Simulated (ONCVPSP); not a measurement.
## Potentials for Cu compared

Generated with ld1.x 7.5 (TM, RRKJ, ultrasoft, PAW), atompaw 4.2 or ONCVPSP 4.0.1. The cutoff is in Ry: for ld1.x and atompaw files where the sum of valence levels is converged to 10 mRy in a Bessel basis, for ONCV files where the hardest occupied wave has 1 mHa per electron of residual kinetic energy. The error is the largest all-electron minus pseudo excitation energy over each file’s own four to seven test configurations (ionisations up to +4, promotions, holes and added fractions of an electron), all of which were solved. The labels leave out finer settings (local radius, basis sizes, second energies), which also bear on the numbers. Spin-polarised tests are not counted. The rows are a selection from randomly drawn settings: files with unsolved tests, undetermined cutoffs or missed reference levels are left out.

| potential | cutoff (Ry) | largest error (meV) | bound ghosts |
| --- | --- | --- | --- |
| ONCV, LDA (Perdew-Wang 92), fully relativistic, rc 0.75/0.90/1.15 (spd), local smoothed, core correction no, reference 3s2 3p6 3d10, qcut 8.7/19/16.1, projectors 2/3/1 | 583 | -3.6 | none |
| ONCV, revPBE, fully relativistic, rc 2.20/2.20/1.55/1.95 (spdf), local smoothed, core correction no, reference 3d9 4s2, qcut 2.6/3.3/11/5, projectors 2/1/2/2 | 92 | +61 | none |
| ONCV, PBE, scalar-relativistic, rc 1.15/1.05/1.10 (spd), local smoothed, core correction yes, reference 3s2 3p6 3d10, qcut 13.7/13.1/14, projectors 2/2/2 | 152 | +22 | none |
| ONCV, PBEsol, scalar-relativistic, rc 1.00/1.15/0.70 (spd), local smoothed, core correction no, reference 3s2 3p6 3d8, qcut 11.9/11.3/14.2, projectors 1/2/2 | 937 | +236 | none |

(1) Fill in the row for Cu: ONCV, LDA (Perdew-Zunger), scalar-relativistic, rc 0.70/0.90/1.15 (spd), local smoothed, core correction yes, reference 3s2 3p6 3d9, qcut 7.3/15.1/13.9, projectors 2/2/2.

(2) Fill in the row for Cu: ONCV, LDA (Perdew-Wang 92), fully relativistic, rc 1.65/1.75/1.30 (spd), local smoothed, core correction no, reference 3d10 4s0.5, qcut 3.6/5.4/11.2, projectors 2/1/1.

Results:

(1) cutoff 717 Ry, largest error -26 meV, bound ghosts: none.

(2) cutoff 107 Ry, largest error -1205 meV, bound ghosts: none.
